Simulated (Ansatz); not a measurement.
`FC(F)C(F)C(F)(F)C(F)F`, charge 0, multiplicity 1.

Give a relaxed structure at PBE0-D4/def2-TZVP (the Gaussian-basis code of Ansatz). (An estimate is asked.)

Ansatz gave: 
Z-matrix (Å, degrees):
```
C
F 1 1.357
C 1 1.520 2 109.5
F 1 1.345 2 107.9 3 -118.2
H 1 1.093 2 109.1 3 123.6
F 3 1.366 1 106.9 2 178.1
C 3 1.530 1 114.0 2 59.1
H 3 1.094 1 109.5 2 -63.6
F 7 1.355 3 109.7 1 50.3
F 7 1.343 3 107.9 1 167.7
C 7 1.537 3 115.2 1 -71.0
F 11 1.350 7 108.8 3 -51.5
F 11 1.342 7 108.5 3 -169.5
H 11 1.091 7 112.1 3 69.7
```
This is one stationary point; other conformers may exist.
